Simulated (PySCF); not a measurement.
A calculated (TPSS, PySCF 2.14, aug-pcseg-3, no relativity, point nucleus) atom or ion has these occupied shells.

| shell | electrons | orbital energy (eV) | rms radius, mean of both spins (bohr) |
| --- | --- | --- | --- |
| 1s α | 1 | -13131.2 | 0.0505 |
| 1s β | 1 | -13131.0 | 0.0505 |
| 2s α | 1 | -1708.9 | 0.210 |
| 2s β | 1 | -1708.8 | 0.210 |
| 2p α | 3 | -1541.0 | 0.185 |
| 2p β | 3 | -1540.8 | 0.185 |
| 3s α | 1 | -255.41 | 0.602 |
| 3s β | 1 | -255.11 | 0.602 |
| 3p α | 3 | -196.55 | 0.615 |
| 3p β | 3 | -196.21 | 0.615 |
| 3d α | 5 | -92.265 | 0.653 |
| 3d β | 5 | -91.820 | 0.653 |
| 4s α | 1 | -42.600 | 1.73 |
| 4s β | 1 | -38.798 | 1.73 |
| 4p α | 3 | -29.603 | 1.97 |

Problem. Name the element and its charge.

Solution. Br²⁺ (bromine, charge +2), in [Ar] 3d10 4s2 4p3, high-spin 4S determinant.
